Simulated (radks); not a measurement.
Results of a calculation; reference values are marked as such.
Spherical jellium clusters: N electrons in a uniform positive sphere of charge N and radius rs N^(1/3), rs = 5.1 bohr. Level of theory: non-relativistic Kohn-Sham, PBEsol, spin-polarised, spherical densities (a radial shooting solver with Libxc functionals). Levels are named by radial order and angular momentum (1s, 1p, 1d, 2s, ...), and open shells are averaged over m.

N = 8, configuration 1s2 1p6. This is the lowest configuration that the search found. Occupied and some empty levels:

| level | occupation | eigenvalue (eV) | <r> (bohr) |
|---|---|---|---|
| 1s | 2 | -3.4077 | 6.820 |
| 1p | 6 | -2.6501 | 8.066 |
| 1d | 0 | -1.6935 | 9.151 |
| 2s | 0 | -1.2428 | 8.553 |
| 1f | 0 | -0.63361 | 10.47 |

Energy (eV): total -14.2779, kinetic 8.6908, external -203.07, Hartree 100.98, exchange-correlation -23.319, background 102.44.
